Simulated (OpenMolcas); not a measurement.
Ta3+: the spin-orbit constant, worked from levels

| Quantity | Value |
| --- | --- |
| Program | OpenMolcas |
| Basis | ANO-R2 [8s6p5d3f1g] |
| Scalar Hamiltonian | X2C, finite nucleus |
| Active space | 2 electrons in 10 orbitals (5d 6d) |
| State averaging | 2S+1 = 3 even, 10 roots; 2S+1 = 1 even, 15 roots |
| Spin-orbit coupling | RASSI with atomic mean-field integrals over the reference wave functions, term energies averaged over their components |

Methods: CASSCF; SS-CASPT2, IPEA 0.25 Eh, imaginary shift 0.1 Eh (closed shells correlated: 5s 5p).

**The spin-orbit constant.** For the Hund term ³F of d2, E(J) = (A/2) J(J+1) + constant and ζ = 2S·A = 2A. From J = 2 to J = 4 the energy changes by 7 A.

```
   Source  E(4) - E(2)       A     ζ
   CASSCF       9188.7  1312.7  2625
SS-CASPT2       9478.0  1354.0  2708
```

All in cm-1. Both methods take the spin-orbit matrix elements from the reference wave functions, so the second can move ζ only through the term energies and any multistate remixing. Second-order mixing with other terms is absorbed into this ζ.

Term energies are means over components that CASPT2 splits; among the terms shown or strongly mixed into the levels shown the widest spread is 330 cm-1 (5d² ³F, SS-CASPT2). Active for correlation alone: 6d; no level in the range computed is led by a configuration that fills it, so any true level of that kind is missing. Without dynamic correlation excited terms often stand tens of per cent too high (terms of higher spin than the ground term too low), and those without a measured partner can miss by more than the paired ones (holds for CASSCF). Only configurations of the active space appear.
